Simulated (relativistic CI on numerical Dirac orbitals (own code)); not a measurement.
Line list: Electric-dipole lines, I²⁺

Calculated at this level of theory: Dirac-Coulomb-Breit CI, orbitals from a KLI potential per configuration, model QED, valence Slater integrals scaled by 0.85, P86 correlation energy added to each configuration (own radial code, finite nucleus).

CI space (outside the closed core [Kr] 4d10): 5s2.5p3, 5s.5p4, 5s2.5p2.5d, 5p5, 5s2.5p2.5f, 5s2.5p2.6s, 5s.5p3.5d, 5s2.5p2.6p, 5s2.5p2.7s, 5s2.5p2.6d, 5s2.5p2.4f, 5s.5p3.5f, 5s2.5p2.7p, 5s2.5p.5d2, 5s2.5d3, 5s2.5d2.5f, 5s2.5d2.6s, 5s.5p.5d3, 5s2.5d2.6p. Double excitations out of closed p, d and f shells are left out; levels of such configurations are missing from the list, as are those of other unlisted configurations, and high levels can miss mixing partners. These lack a partner that the ground configuration has and come out too high: 5s2.5p2.7s, 5s2.5p2.6d, 5s2.5p2.4f, 5s.5p3.5f, 5s2.5p2.7p.

| λ vac (nm) | Lower | Upper | A (s⁻¹) | log gf | S velocity/length |
| --- | --- | --- | --- | --- | --- |
| 52.647 | 5s2.5p3 2D°_5/2 [3] | 5s2.5p2.6d 2F_7/2 [161] | 4.93e+09 | 0.21 | 0.59 |
| 54.544 | 5s2.5p3 2D°_3/2 [2] | 5s2.5p2.6d 2D_5/2 [121] | 3.70e+09 | 0.00 | 0.60 |
| 55.615 | 5s2.5p3 2D°_5/2 [3] | 5s2.5p2.6d 2F_7/2 [118] | 4.74e+09 | 0.25 | 0.60 |
| 55.939 | 5s2.5p3 2P°_3/2 [5] | 5s2.5p2.6d 2D_5/2 [168] | 6.38e+09 | 0.25 | 0.58 |
| 66.740 | 5s2.5p3 2D°_5/2 [3] | 5s.5p4 2P_3/2 [60] | 5.09e+09 | 0.13 | 0.75 |
| 68.704 | 5s2.5p3 2D°_3/2 [2] | 5s2.5p2.5d 2D_3/2 [50] | 1.25e+10 | 0.55 | 0.81 |
| 69.704 | 5s2.5p3 4S°_3/2 [1] | 5s2.5p2.5d 4P_1/2 [34] | 1.77e+10 | 0.41 | 0.83 |
| 69.793 | 5s2.5p3 2D°_5/2 [3] | 5s2.5p2.5d 2D_5/2 [52] | 5.75e+09 | 0.40 | 0.80 |
| 70.203 | 5s2.5p3 2D°_3/2 [2] | 5s2.5p2.5d 2F_5/2 [45] | 4.93e+09 | 0.34 | 0.87 |
| 70.294 | 5s2.5p3 4S°_3/2 [1] | 5s2.5p2.5d 4P_3/2 [32] | 1.59e+10 | 0.67 | 0.83 |
| 70.429 | 5s2.5p3 2P°_3/2 [5] | 5s.5p4 2P_1/2 [66] | 1.66e+10 | 0.39 | 0.77 |
| 70.841 | 5s2.5p3 2P°_1/2 [4] | 5s.5p4 2P_3/2 [60] | 1.04e+10 | 0.50 | 0.83 |
| 71.296 | 5s2.5p3 4S°_3/2 [1] | 5s2.5p2.5d 4P_5/2 [30] | 1.58e+10 | 0.86 | 0.83 |
| 71.408 | 5s2.5p3 2P°_1/2 [4] | 5s2.5p2.5d 2D_3/2 [58] | 3.40e+09 | 0.02 | 0.86 |
| 71.521 | 5s2.5p3 2D°_3/2 [2] | 5s2.5p2.5d 2P_3/2 [42] | 3.39e+09 | 0.02 | 0.77 |
| 71.831 | 5s2.5p3 2D°_5/2 [3] | 5s2.5p2.5d 2F_7/2 [46] | 1.72e+10 | 1.03 | 0.84 |
| 71.836 | 5s2.5p3 2D°_5/2 [3] | 5s2.5p2.5d 2F_5/2 [45] | 8.06e+09 | 0.57 | 0.81 |
| 71.929 | 5s2.5p3 2D°_3/2 [2] | 5s2.5p2.5d 2P_1/2 [40] | 8.48e+09 | 0.12 | 0.79 |
| 73.199 | 5s2.5p3 2D°_3/2 [2] | 5s2.5p2.6s 2D_3/2 [38] | 4.27e+09 | 0.14 | 0.77 |
| 73.216 | 5s2.5p3 2D°_5/2 [3] | 5s2.5p2.5d 2P_3/2 [42] | 9.67e+09 | 0.49 | 0.74 |
| 73.465 | 5s2.5p3 2P°_3/2 [5] | 5s2.5p2.5d 2D_5/2 [61] | 1.69e+10 | 0.91 | 0.82 |
| 73.561 | 5s2.5p3 2P°_3/2 [5] | 5s.5p4 2P_3/2 [60] | 4.01e+09 | 0.11 | 0.77 |
| 73.561 | 5s2.5p3 2D°_3/2 [2] | 5s2.5p2.5d 2D_5/2 [37] | 1.13e+10 | 0.74 | 0.81 |
| 73.762 | 5s2.5p3 2P°_1/2 [4] | 5s2.5p2.6s 2S_1/2 [54] | 9.47e+09 | 0.19 | 0.74 |
| 74.173 | 5s2.5p3 2P°_3/2 [5] | 5s2.5p2.5d 2D_3/2 [58] | 9.15e+09 | 0.48 | 0.80 |
| 74.616 | 5s2.5p3 4S°_3/2 [1] | 5s2.5p2.6s 4P_5/2 [27] | 2.70e+09 | 0.13 | 0.72 |
| 75.355 | 5s2.5p3 2D°_5/2 [3] | 5s2.5p2.5d 2D_5/2 [37] | 4.35e+09 | 0.35 | 0.74 |
| 76.671 | 5s.5p4 4P_5/2 [6] | 5s.5p3.5d 4D°_7/2 [198] | 6.56e+09 | 0.66 | 0.75 |
| 76.746 | 5s.5p4 4P_5/2 [6] | 5s.5p3.5d 4P°_3/2 [197] | 3.25e+09 | 0.06 | 0.71 |
| 81.121 | 5s.5p4 4P_3/2 [7] | 5s.5p3.5d 4D°_5/2 [193] | 5.19e+09 | 0.49 | 0.71 |
| 102.56 | 5s2.5p2.5d 4F_5/2 [13] | 5s.5p3.5d 4G°_7/2 [188] | 2.07e+09 | 0.42 | 0.52 |
| 105.16 | 5s2.5p2.5d 4F_7/2 [15] | 5s.5p3.5d 4G°_9/2 [192] | 1.68e+09 | 0.45 | 0.51 |
| 107.74 | 5s2.5p2.5d 4F_9/2 [18] | 5s.5p3.5d 4G°_11/2 [195] | 1.61e+09 | 0.53 | 0.51 |
| 179.37 | 5s2.5p2.5d 4D_7/2 [19] | 5s.5p3.5d 6D°_9/2 [85] | 5.14e+08 | 0.39 | 0.56 |
| 182.29 | 5s2.5p2.5d 2G_9/2 [31] | 5s2.5p2.4f 2H°_11/2 [124] | 1.12e+09 | 0.83 | 0.55 |
| 182.61 | 5s2.5p2.5d 4F_7/2 [15] | 5s2.5p2.4f 4G°_9/2 [70] | 9.05e+08 | 0.66 | 0.57 |
| 182.67 | 5s2.5p2.5d 4F_9/2 [18] | 5s2.5p2.4f 4G°_11/2 [80] | 9.79e+08 | 0.77 | 0.57 |
| 190.93 | 5s2.5p2.5d 2F_7/2 [26] | 5s2.5p2.4f 2G°_9/2 [95] | 5.62e+08 | 0.49 | 0.53 |
| 298.80 | 5s2.5p2.5d 4F_9/2 [18] | 5s2.5p2.6p 4D°_7/2 [51] | 2.12e+08 | 0.36 | 0.53 |
| 305.81 | 5s2.5p2.6p 4D°_3/2 [39] | 5s2.5p2.6d 4F_5/2 [86] | 5.36e+08 | 0.65 | 0.83 |
| 310.06 | 5s2.5p2.6p 4D°_5/2 [44] | 5s2.5p2.6d 4F_7/2 [97] | 5.26e+08 | 0.78 | 0.81 |
| 311.06 | 5s2.5p2.6p 4D°_7/2 [51] | 5s2.5p2.6d 4F_9/2 [107] | 5.40e+08 | 0.89 | 0.81 |
| 409.40 | 5s2.5p2.6s 4P_3/2 [23] | 5s2.5p2.6p 4D°_5/2 [44] | 1.84e+08 | 0.44 | 0.93 |
| 410.86 | 5s2.5p2.6s 4P_5/2 [27] | 5s2.5p2.6p 4D°_7/2 [51] | 1.92e+08 | 0.59 | 0.94 |
| 599.97 | 5s2.5p2.6d 4F_9/2 [107] | 5s2.5p2.5f 4G°_11/2 [165] | 1.55e+08 | 1.00 | 0.92 |

Terms are leading LS components. Brackets give the number of a level in order of energy, since labels repeat. The list gives strong lines, with weight on those to low levels, among the lowest 200 of 759 levels, so that lines to higher ones, which can be the strongest, are missing, and without lines across small gaps between configurations, and without 10 lines that miss the measured interval by over 3.5 %, start from a term whose rates miss tabulated ones by over 60 %, have gauges far apart or, lacking measured levels, span too small a gap for the errors found; lines with a level outside our table were not tested and can miss by more. Levels whose partners in the same complex of configurations lie outside the list can be far off, and so can their lines. Rates are taken at the computed energies, electric ones in the length gauge. A velocity-to-length ratio far from 1 marks an uncertain rate.

Correlation outside the listed configurations is missing or only estimated: errors of thousands of cm⁻¹ between configurations and terms are usual at this charge. Rates and lifetimes follow the computed energies and can be off by large factors. The fine structure of a lone outer electron comes out too small, for d and f at times inverted, and misplaced configurations move strength between like terms.

LS names give the leading component of a level, which can be under half, so a name can repeat, a term be missing and a line seem to break the LS rules.
